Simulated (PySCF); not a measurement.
CBr₂Cl₂.

```xyz
5

Cl     0.0000     1.4411    -1.4102
C      0.0000     0.0000    -0.3983
Cl     0.0000    -1.4411    -1.4102
Br    -1.5721     0.0000     0.7191
Br     1.5721     0.0000     0.7191
```
Charge 0, spin multiplicity 1.

The structure is a stationary point at ωB97X-D3(BJ)/def2-SVP.

Level of theory: HF/pcSseg-1 in PySCF. Non-relativistic, no solvent.

Computed absolute GIAO shielding of each atom: isotropic value and principal components (ppm):
```json
[
 {"atom": "Cl1", "σ(iso)": "443.8", "σ11": "187.2", "σ22": "191.7", "σ33": "952.5", "span": "765.3"},
 {"atom": "C2", "σ(iso)": "86.6", "σ11": "85.8", "σ22": "86.3", "σ33": "87.7", "span": "2.0"},
 {"atom": "Cl3", "σ(iso)": "443.8", "σ11": "187.2", "σ22": "191.7", "σ33": "952.5", "span": "765.3"},
 {"atom": "Br4", "σ(iso)": "1341.7", "σ11": "579.4", "σ22": "598.6", "σ33": "2847.2", "span": "2267.8"},
 {"atom": "Br5", "σ(iso)": "1341.7", "σ11": "579.4", "σ22": "598.6", "σ33": "2847.2", "span": "2267.8"}
]
```
